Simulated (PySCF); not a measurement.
PySCF input file for BiCl2, SMILES [Cl][Bi][Cl], multiplicity 2, PBE-D3(BJ)/def2-TZVP. Coordinates come from a PBE-D3(BJ)/def2-TZVP optimisation. The multiplicity is an assumed one; other spin states were not compared. The isomer is the one that the SMILES or the coordinates give; other isomers of the formula were not compared. The def2 effective core potentials stand for the cores of Bi; spin–orbit coupling is left out.

```python
import numpy as np
from pyscf import gto, scf, dft, df
from pyscf.hessian import thermo

mol = gto.M(
    atom='''
    Bi    0.00000000    0.00000000    0.45884536
    Cl    0.00000000    1.87925881   -1.12012251
    Cl    0.00000000   -1.87925883   -1.12012250
    ''',
    basis='def2-TZVP',
    ecp={'Bi': 'def2-tzvp'},
    charge=0,
    spin=1,
    max_memory=1600,
    verbose=3,
)
mf = dft.UKS(mol, xc='pbe').density_fit(auxbasis='def2-universal-jkfit')
mf.disp = 'd3bj'
mf.grids.level = 3
mf.conv_tol = 1e-11
mf.max_cycle = 100
mf.kernel()
fine, coarse = mf.grids, dft.Grids(mol).set(level=1).build(with_non0tab=True)
for _ in range(3):  # follow internal instabilities
    mf.grids = coarse
    mo, _, stable, _ = mf.stability(return_status=True, nroots=4)
    mf.grids = fine
    if stable:
        break
    mf.kernel(mf.make_rdm1(mo, mf.mo_occ))

# [left out here: the lines that compute and print the analytic Hessian (its translational invariance restored by hand, since the grid's response is missing), thermochemistry and intensities]
```

It prints:

```

WARN: HOMO -0.609232051498779 >= LUMO -0.60923205149876


WARN: HOMO 0.096964635609019 >= LUMO 0.0977633291768876

converged SCF energy = -1134.80421363589  <S^2> = 0.75193776  2S+1 = 2.0019368
<class 'pyscf.df.df_jk.DFUKS'> wavefunction is stable in the internal stability analysis

WARN: DFTD3 does not support analytical Hessian, using finite difference


WARN: Mole.unit (angstrom) is changed to Bohr

Mode                                 0                   1                   2
Irrep
Freq [cm^-1]                       98.6780            312.9637            329.9998
Reduced mass [au]                  39.4527             41.1131             39.7820
Force const [Dyne/A]                0.2263              2.3726              2.5525
Char temp [K]                     141.9757            450.2851            474.7963
Normal mode                   x     y     z       x     y     z       x     y     z
       0  Bi                -0.00 -0.00  0.02    0.00  0.03  0.00   -0.00 -0.00  0.03
       1  Cl                -0.00 -0.09 -0.07    0.00 -0.08  0.07   -0.00  0.08 -0.07
       2  Cl                 0.00  0.09 -0.07   -0.00 -0.08 -0.07    0.00 -0.08 -0.07
temperature 298.1500 [K]
pressure 101325.00 [Pa]
Rotational constants [GHz] 3.82905 2.01836 1.32168
Symmetry number 2
Zero-point energy (ZPE) 0.00169 [Eh]   4436.002 [J/mol]
                           tot       elec      trans        rot        vib
Entropy [J/mol/K]       320.985      5.763    179.016    110.738     25.468
Cv [J/mol/K]             46.761      0.000     12.472     12.472     21.818
Cp [J/mol/K]             55.076      0.000     20.786     12.472     21.818
Internal energy [J/mol]                      3718.434   3718.434   8440.727
Internal energy [Eh]   -1134.79817  -1134.80421
Enthalpy [J/mol]                             6197.391   3718.434   8440.727
Enthalpy [Eh]          -1134.79722
Gibbs free energy [J/mol]                  -47176.183 -29298.235    847.493
Gibbs free energy [Eh] -1134.83367
mode   freq/cm-1   IR/(km/mol)
   1       98.68         1.501
   2      312.96        62.146
   3      330.00        20.840
max |gradient| / (hartree/bohr): 0.00014203345175576684
APT charges: [ 1.0233 -0.5116 -0.5116]
```

The run converged.
